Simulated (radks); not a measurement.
Q: Valence configurations of the titanium ion Ti+ (all share [Ar]). Method: scalar-relativistic Kohn-Sham, r2SCAN, spin-polarised, spherical densities, finite nucleus; open shells are filled with parallel spins first; meta-GGA in the generalised Kohn-Sham scheme; Fermi nuclear charge, rms radius 3.5921 fm; computed with a radial shooting solver on a logarithmic mesh with Libxc functionals. Order these by energy: 3d1.5 4s0.5 4p1; 3d2 4s1; 3d1.5 4s1.5; 3d2.5 4s0.5; 3d1.5 4s1 4p0.5; 3d1 4s2; 3d2 4p1; 3d1 4s1 4p1; 4s1 4p2; 3d3.

A: From the lowest, in eV above it: 3d2.5 4s0.5 0.000; 3d3 0.060; 3d2 4s1 0.249; 3d1.5 4s1.5 2.104; 3d1.5 4s1 4p0.5 3.171; 3d1 4s2 4.099; 3d2 4p1 4.313; 3d1.5 4s0.5 4p1 5.345; 3d1 4s1 4p1 6.904; 4s1 4p2 17.183. NIST lists [Ar] 3d2 4s1 as the ground configuration; this level of theory puts 3d2.5 4s0.5 lower, by 0.249 eV. The energies are those of spherical high-spin densities, not of single terms.
